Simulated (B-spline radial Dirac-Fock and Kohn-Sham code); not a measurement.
## Relativistic shifts of the levels of Xe⁵⁺

System: xenon as Xe⁵⁺, [Kr] 4d10 5s2 5p1.

Both columns are ΔSCF binding energies of the configuration average from a radial atomic solver: non-relativistic Hartree-Fock with a point nucleus, and Dirac-Fock with a finite nucleus and the Coulomb interaction alone, averaged over the two j levels with weights 2j+1.

```tsv
shell	Hartree-Fock (eV)	Dirac-Fock (eV)	shift (eV)	shift (%)
1s	33318.6	34753.5	+1434.94	+4.31
2s	5181.8	5537.7	+355.92	+6.87
2p	4864.0	4969.8	+105.81	+2.18
3s	1141.6	1218.6	+77.04	+6.75
3p	1006.2	1030.4	+24.19	+2.40
3d	757.0	747.0	-10.05	-1.33
4s	270.6	286.7	+16.03	+5.92
4p	220.2	224.3	+4.11	+1.86
4d	132.7	130.3	-2.45	-1.85
5s	75.05	77.87	+2.82	+3.76
5p	63.89	64.46	+0.57	+0.89
```

Relativity binds 1s, 2s, 2p, 3s, 3p, 4s, 4p, 5s, 5p more strongly, among those listed most of all 2s in relative terms, and 3d, 4d more weakly, because the contracted s and p shells screen the nucleus better.

Values without a named source are computed, but for edge energies of neutral atoms, which are taken from tables.
